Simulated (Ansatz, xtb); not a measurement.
# Relative energy of two isomers of C4H9BSi

We compare I, `BC[Si@@H](C)C#C`, a singlet, with II, `B[Si](C)(C)C#C`, a singlet. Both are isolated molecules in the gas phase, relaxed with PBE0-D3(BJ)/def2-SVP; the shapes shown needn't be the lowest conformers.

I (Å):

```yaml
atoms:
  - { symbol: C, position_ang: [0.7309, -0.1936, 0.1835] }
  - { symbol: C, position_ang: [0.2657, 2.8967, 0.0603] }
  - { symbol: C, position_ang: [-0.1804, 1.3769, 2.6454] }
  - { symbol: C, position_ang: [-0.8669, 1.3223, 3.6493] }
  - { symbol: B, position_ang: [-0.7478, -0.4542, -0.1579] }
  - { symbol: Si, position_ang: [0.8384, 1.4584, 1.1143] }
  - { symbol: H, position_ang: [-1.4555, -1.0957, 0.5847] }
  - { symbol: H, position_ang: [-1.2460, 0.0327, -1.1501] }
  - { symbol: H, position_ang: [1.1845, -0.9335, 0.8620] }
  - { symbol: H, position_ang: [1.3765, -0.0282, -0.6960] }
  - { symbol: H, position_ang: [2.2607, 1.6561, 1.5289] }
  - { symbol: H, position_ang: [-0.7986, 2.7937, -0.1991] }
  - { symbol: H, position_ang: [0.3984, 3.8463, 0.6001] }
  - { symbol: H, position_ang: [0.8450, 2.9466, -0.8748] }
  - { symbol: H, position_ang: [-1.4736, 1.2737, 4.5362] }
```

II (Å):

```xyz
15

C    -0.4171   -1.2870   -0.8911
C     0.3684    0.9629    1.0708
C    -2.4360    0.7916   -0.0358
C    -3.6101    0.9688    0.2352
B    -0.0901    1.6582   -2.0328
Si   -0.6538    0.5353   -0.4552
H     1.0786    1.6742   -2.3536
H    -0.8541    2.3089   -2.7059
H    -1.0260   -1.5771   -1.7603
H    -0.7210   -1.9146   -0.0387
H     0.6394   -1.4971   -1.1193
H     0.2291    2.0133    1.3674
H     0.0650    0.3277    1.9176
H     1.4391    0.7967    0.8753
H    -4.6470    1.1254    0.4740
```

**Question.** Which of the two would you expect CCSD(T)/def2-SVP + ΔMP2/def2-TZVPP electronic energies to favour?

**Answer.** Structure I; the calculation gives E(II) − E(I) = +0.500 eV.

The same difference at several levels:

| level | geometry | E(II) − E(I) (eV) | departure from the last row (eV) | job, with rough time for the two |
| --- | --- | --- | --- | --- |
| GFN2-xTB | GFN2-xTB | +0.583 | +0.084 | optimisation, 0.29 s |
| HF/STO-3G | GFN2-xTB | +0.331 | −0.168 | single point, 0.4 s |
| r2SCAN-D4/def2-SVP | GFN2-xTB | +0.581 | +0.081 | single point, 4.6 s |
| PBE0-D3(BJ)/def2-SVP | PBE0-D3(BJ)/def2-SVP | +0.502 | +0.002 | optimisation, 58 s |
| HF/def2-SVP | PBE0-D3(BJ)/def2-SVP | +0.488 | −0.011 | part of the CCSD(T) run |
| MP2/def2-SVP | PBE0-D3(BJ)/def2-SVP | +0.573 | +0.074 | part of the CCSD(T) run |
| CCSD(T)/def2-SVP | PBE0-D3(BJ)/def2-SVP | +0.517 | +0.017 | single point |
| CCSD(T)/def2-SVP + ΔMP2/def2-TZVPP | PBE0-D3(BJ)/def2-SVP | +0.500 |  | single point, 62 s |

As drawn, II has 1 B–Si, 1 C–H in place of 1 C–B, 1 Si–H.

None of the levels shown reverses the order. The largest departure from CCSD(T)/def2-SVP + ΔMP2/def2-TZVPP is that of HF/STO-3G, 0.168 eV. The last row adds to CCSD(T) the change of the MP2 difference between the two basis sets, here −0.017 eV.

With thermal terms from frequencies at re-optimised GFN2-xTB minima (ideal gas, soft modes damped towards free rotors, one conformer each, 298.15 K, 1 atm): the zero-point term adds +0.037 eV; ΔH is +0.560 and ΔG +0.505 eV.

The correlated steps freeze 10 core orbitals. Mirror images aren't counted in ΔG. Run with Ansatz 0.2.0, xtb 6.7.1; the last row on 2 threads of Arm Neoverse V2 on a shared host.
